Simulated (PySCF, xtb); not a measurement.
Si(H)(Me)2(SeH) (C2H8SeSi), SMILES C[SiH](C)[SeH].

Geometry: r2SCAN-D4/def2-SVP. The values are those of a single conformer.

Level of theory: IEF-PCM-PBE0/def2-SVP in PySCF.

The values are the electrostatic part of the solvation free energy, E(continuum) − E(gas) at the gas-phase geometry, in a cavity of scaled van der Waals radii (PySCF's table); cavitation and dispersion terms are not included. In vacuum the orbital gap is 7.28 eV. The dipole moment in vacuum is 2.05 D.

```tsv
solvent	ε	ΔG(elec) (kcal/mol)	dipole (D)	gap (eV)
water	78.36	-2.9	2.83	7.56
2-propanol	19.26	-2.7	2.77	7.54
diethylether	4.24	-1.9	2.55	7.46
```

For comparison, GFN2-xTB/ALPB(water) (xtb, at the GFN2-xTB geometry, all terms of that model) gives -5.0 kcal/mol.
